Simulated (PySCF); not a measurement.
Computed structure and properties of [TlI2]+

System: [TlI2]+ (singlet); start: template (D∞h). Method: PySCF 2.14.0, RKS B3LYP, Tl def2-SVP with ECP60, I def2-SVP with ECP28; non-relativistic Hamiltonian with scalar-relativistic core potentials where named; density fitting; no spin-orbit coupling.

Input of the relaxation:

```python
mol = gto.M(atom='''
Tl     0.00000     0.00000     0.00000
I      0.00000     0.00000     2.74350
I      0.00000     0.00000    -2.74350''',
    basis={'Tl': 'def2-SVP', 'I': 'def2-SVP'},
    ecp={'Tl': 'def2-SVP', 'I': 'def2-SVP'},
    charge=1, spin=0)
mf = dft.RKS(mol, xc='B3LYP')
mf.grids.atom_grid = (50, 194)
mf = mf.density_fit()  # fitting sets: Tl def2-universal-JKFIT, I def2-universal-JKFIT
mf.conv_tol = 1e-08; mf.max_cycle = 55
mf.kernel(dm0)  # dm0: converged density of the start geometry
# quasi-Newton relaxation in Cartesian coordinates to a largest gradient under 0.00045 Eh/bohr, steps kept in the point group
```

Run from Python with OMP_NUM_THREADS=2; the lines above give its settings. Where DIIS fails, smearing, a level shift and second-order steps follow.
It took 13 s on 2 threads of Arm Neoverse V1, with other jobs on the host, from the converged density of the start.

Course of the relaxation:

```csv
step,energy above end (eV),largest force component within the symmetry (eV/Å)
0,0.0581,0.635
1,0.0147,0.342
2,0.0008,0.094
3,0.0000,0.009
4,0.0000,0.000
```

Relaxed geometry (D∞h):

```xyz
3

Tl    0.0000    0.0000    0.0000
I     0.0000    0.0000    2.6607
I     0.0000    0.0000   -2.6607
```

```
   contact      Å
Tl1–I2 (I)  2.661
Tl1–I3 (I)  2.661
```

On the finer grid (75, 302):

```yaml
HOMO: -12.56 eV
LUMO: -9.50 eV
Dipole_about_the_centre_of_mass: 0.00 D
Set_of_Mulliken_populations_of_Tl1_outside_the_core_potential: s 3.54, p 6.81, d 10.08
D3_BJ_dispersion_energy_not_in_the_energies: -0.204 eV
```

```tsv
atom	Mulliken (e)	Löwdin (e)	spin (e)
Tl1	0.57	0.28	0.00
I2	0.22	0.36	0.00
I3	0.22	0.36	0.00
```

On the grid (50, 194), as all that follows. Harmonic modes: a minimum within the noise of the softest modes; lowest 48 cm⁻¹ (negative: unstable), highest 232 cm⁻¹, zero-point energy 0.029 eV.

Taking off one I (charge -1, singlet; the rest: singlet) in vacuum, both parts rigid, costs 15.05 eV; the small basis without counterpoise inflates it. Most of it is the attraction of opposite charges; other ways to part are cheaper, and one spin state was tried for the rest.

Rigid scan of I along the line from its metal:

| distance to I2 (Å) | energy (eV) |
| --- | --- |
| 2.36 | 0.708 |
| 2.46 | 0.270 |
| 2.56 | 0.059 |
| 2.66 | 0.000 |
| 2.76 | 0.045 |
| 2.86 | 0.154 |
| 3.06 | 0.477 |
| 3.36 | 1.019 |
| 3.76 | 1.628 |
| 4.26 | 2.124 |

One start shape was tried, so this needn't be the lowest isomer.
